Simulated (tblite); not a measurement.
Compound: C4H9F3Si.
Atom-mapped SMILES: `[CH3:1][C@@:2]([F:3])([CH2:4][F:5])[SiH2:6][CH2:7][F:8]` (hydrogens: H9, H10, H11 on C1; H12, H13 on C4; H14, H15 on Si6; H16, H17 on C7)

Geometry (GFN2-xTB, Å), atoms numbered from 1 in this order:
```xyz
17
C4H9F3Si angstrom
C     -1.5300    1.0480    0.0696
C     -0.8613   -0.2956    0.3193
F     -1.6689   -0.9890    1.2389
C     -0.8163   -1.1248   -0.9563
F      0.2126   -2.0415   -0.9007
Si     0.8879   -0.1716    1.1392
C      2.1236    0.4043   -0.2128
F      1.6070    1.4853   -0.9066
H     -0.9003    1.6673   -0.5618
H     -1.6861    1.5554    1.0185
H     -2.4976    0.9112   -0.4115
H     -1.7409   -1.6920   -1.0978
H     -0.6191   -0.4890   -1.8231
H      1.2951   -1.4799    1.6366
H      0.7849    0.8518    2.1822
H      2.3316   -0.3668   -0.9575
H      3.0707    0.7389    0.2139
```

Method: GFN2-xTB as coded in tblite; computed harmonic values from a numerical Hessian at the method's own geometry, unscaled. This tight-binding method is rough: wavenumbers can miss measured ones by several per cent, in bad cases by 10 to 20. Modes of hydrogen on silicon can be 10 to 20 % off. One conformer, not necessarily the lowest.

Harmonic wavenumbers (cm⁻¹): 37.5, 83.0, 85.3, 120.3, 168.7, 203.1, 222.8, 279.4, 307.2, 355.3, 366.0, 471.7, 516.4, 576.7, 596.7, 657.5, 727.9, 745.2, 781.1, 856.2, 934.0, 966.3, 1020.6, 1029.4, 1108.1, 1146.4, 1172.2, 1198.3, 1224.8, 1273.7, 1316.7, 1404.2, 1426.8, 1442.7, 1476.4, 1491.9, 2271.6, 2334.5, 2966.1, 2967.7, 2974.0, 2974.8, 3018.6, 3045.7, 3061.1.

A = 2004, B = 1242, C = 1129 MHz; mass 142.043 u (most abundant isotopes); point group C1, symmetry number 1.

**Question.** What is the zero-point energy?

**Answer.** Half the sum of the wavenumbers: 26702 cm⁻¹ = 319.43 kJ/mol.

**Question.** Entropy at 273.15 K, 1 bar (ideal gas, RRHO, classical rotation)?

**Answer.** Translation 168.85, rotation 120.78, vibration 122.96: S = 412.6 J/(mol K).

**Question.** And Cp and H(273.15 K) − H(0)?

**Answer.** Cp = 155.95 J/(mol K), of which vibrations give 122.69 (their classical limit is 45 R = 374.2); H(273.15 K) − H(0) = 26.68 kJ/mol without the zero-point energy, 17.59 from vibrations.

**Question.** Which modes carry the vibrational entropy at 273.15 K?

**Answer.** 37.5 cm⁻¹: 21.81; 83.0 cm⁻¹: 15.26; 85.3 cm⁻¹: 15.04; 120.3 cm⁻¹: 12.25; 168.7 cm⁻¹: 9.56; 203.1 cm⁻¹: 8.14 J/(mol K); the other 39 give 40.90 together.

**Question.** What must be added to the electronic energy to get the Gibbs energy at 273.15 K and 1 bar?

**Answer.** ZPE + [H(273.15 K) − H(0)] − T·S = 319.43 + 26.68 − 112.70 = 233.41 kJ/mol.

**Question.** Blend soft modes into free rotors: weight 1/[1 + (100 cm⁻¹/ν̃)⁴] for the oscillator and the rest for a rotor with moment μB/(μ + B), μ = h/(8π²ν), B = 10⁻⁴⁴ kg m². What vibrational entropy results?

**Answer.** 112.79 J/(mol K) in place of 122.96, which changes −T·S at 273.15 K by +2.78 kJ/mol.

Hindered rotation and anharmonicity are outside this model. Other conformers, if any are populated, would add a mixing term that is left out. The structure is chiral; the term R ln 2 for an equal mix with its mirror image is left out.
